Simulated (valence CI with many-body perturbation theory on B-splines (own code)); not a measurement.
## Rb6+: calculation against measured levels

Level of theory: valence CI with perturbative core correlation (CI+MBPT): three valence electrons over a frozen Dirac-Fock core [Ar] 3d10, a basis of 11 s, 11 p, 9 d, 7 f, 5 g, 2 h, 1 i functions for each j, with the one-electron correlation potential Σ1 (screened to all orders), the two-electron term Σ2, the three-electron term Σ3, Breit, model QED; selected single and double excitations, second order for the rest, scaled by the run's own slope (own B-spline code, finite nucleus).

Set against measurement, 19 paired levels are off by 89 cm⁻¹ on average, the worst by 214. These come from a selection out of Sansonetti, J. Phys. Chem. Ref. Data 35, 301 (2006). Levels without a partner in it may be off by more.

Measured levels: Sansonetti, J. Phys. Chem. Ref. Data 35, 301 (2006). Pairs share parity and J, and are chosen by configuration, term and nearness in energy; levels without a clear partner are left out. Energies in cm⁻¹ above the measured ground level. The last column is blank where CI alone has no clear partner.

Names give the largest LS component (configuration and term), which can be under half, so a name can repeat, a term be missing and a line seem to break the LS rules; names also repeat where a configuration has a term twice.

| Computed label | Label in the source | Measured | Computed | Difference | CI alone, difference |
| --- | --- | --- | --- | --- | --- |
| 4s2 4p 2P°_1/2 | 4s2 4p 2P° | 0 | 0.0 | 0 | 0 |
| 4s2 4p 2P°_3/2 | 4s2 4p 2P° | 10467 | 10464.8 | -2 | -213 |
| 4s 4p2 4P_1/2 | 4s 4p2 4P | 122251 | 122157.3 | -94 | -3546 |
| 4s 4p2 4P_3/2 | 4s 4p2 4P | 126679 | 126587.2 | -92 | -3671 |
| 4s 4p2 4P_5/2 | 4s 4p2 4P | 132078 | 131984.8 | -93 | -3713 |
| 4s 4p2 2D_3/2 | 4s 4p2 2D | 160699 | 160591.4 | -108 | -2406 |
| 4s 4p2 2D_5/2 | 4s 4p2 2D | 162196 | 162086.6 | -109 | -2481 |
| 4s 4p2 2S_1/2 | 4s 4p2 2S | 190700 | 190694.4 | -6 | +282 |
| 4s 4p2 2P_1/2 | 4s 4p2 2P | 202859 | 202929.1 | +70 | +2260 |
| 4s 4p2 2P_3/2 | 4s 4p2 2P | 206942 | 207054.1 | +112 | +2985 |
| 4s2 4d 2D_3/2 | 4s2 4d 2D | 255864 | 255886.3 | +22 | +129 |
| 4s2 4d 2D_5/2 | 4s2 4d 2D | 257136 | 257167.6 | +32 | +130 |
| 4p3 2D°_3/2 | 4p3 2D° | 311496 | 311417.3 | -79 | -3252 |
| 4p3 4S°_3/2 | 4p3 4S° | 314767 | 314723.2 | -44 | -1204 |
| 4p3 2D°_5/2 | 4p3 2D° | 315011 | 314797.0 | -214 | -4256 |
| 4p3 2P°_1/2 | 4p3 2P° | 342493 | 342352.0 | -141 | -1932 |
| 4s2 5s 2S_1/2 | 4s2 5s 2S | 342784 | 342963.1 | +179 | -3152 |
| 4p3 2P°_3/2 | 4p3 2P° | 345222 | 345070.8 | -151 | -2256 |
| 4s2 4f 2F°_7/2 | 4s2 4f 2F° | 464539 | 464610.9 | +72 | -182 |
| 4s2 4f 2F°_5/2 | 4s2 4f 2F° | 465351 | 465421.5 | +71 | -172 |

Over 19 excited levels the mean absolute difference is 89 cm⁻¹, the median 92 and the largest 214. For the 19 levels that pair on every rung the mean is CI alone 2012, + Σ1 2336, + Σ2 440, + Σ3 408, + Breit 222, + QED 89. The comparison draws on a selection of the measured levels: 20 of the 81 computed ones have a partner in it, and others may be off by more.
